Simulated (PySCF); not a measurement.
# BAs: energy against distance

Set-up: B pcseg-1, As pcseg-1; no relativity (PySCF 2.14). Energies in eV from B + As in their ground configurations at the same level. All curves are PBE0. state 1: ³Π (triplet), unpaired electrons σ ↑, π ↑; state 2: Ms = 0 determinant of mixed spin (⟨S²⟩ near 1.0), unpaired electrons σ ↓, π ↑, a second solution, started from another occupation; state 3: ³Σ⁻ (triplet), unpaired electrons π ↑↑, a second solution, started from another occupation; state 4: ¹Σ⁺ (singlet), closed shell, a second solution, started from another occupation.

```
R (Å)  state 1  state 2  state 3  state 4
1.595   -1.856   -1.673    0.581   -1.671
1.669   -2.521   -2.349   -0.455   -2.071
1.744   -2.888   -2.727   -1.176   -2.210
1.799   -3.016   -2.864   -1.559   -2.190
1.855   -3.049   -2.904   -1.836   -2.091
1.911   -3.009   -2.871   -2.027   -1.934
1.985   -2.872   -2.742   -2.179   -1.663
2.078   -2.614   -2.492   -2.246   -1.267
2.189   -2.240   -2.121   -2.202   -0.759
2.337   -1.721   -1.596   -2.016   -0.099
```

Q: Put a parabola through the three lowest points of the state 1 curve and estimate Re, k and ωe (reduced mass 9.599 u; 1 eV/Å² = 0.16022 mdyn/Å; ωe = 1302.8·√(k/μ) cm⁻¹).

A: Through R = 1.799, 1.855, 1.911 Å the second-order coefficient is 11.6 eV/Å², so Re ≈ 1.852 Å, k ≈ 3.73 mdyn/Å and ωe ≈ 812 cm⁻¹. A polynomial fit of higher order to the unrounded PBE0 energies gives Re = 1.850 Å, k = 3.87 mdyn/Å, ωe = 827 cm⁻¹; anharmonicity and rounding make the difference.

The higher-order fit for each curve: state 1: Re = 1.850 Å, ωe = 827 cm⁻¹, De = 3.05 eV; state 2: Re = 1.855 Å, ωe = 820 cm⁻¹, minimum 2.90 eV below the ground-state fragments; state 3: Re = 2.090 Å, ωe = 545 cm⁻¹, minimum 2.25 eV below the ground-state fragments; state 4: Re = 1.759 Å, ωe = 936 cm⁻¹, minimum 2.21 eV below the ground-state fragments.

⟨S²⟩ of the unrestricted solution departs from its pure value on part of the curve, where spin states mix. Spin–orbit coupling is left out. The state was picked by a PBE0 search and need not be the measured ground state.
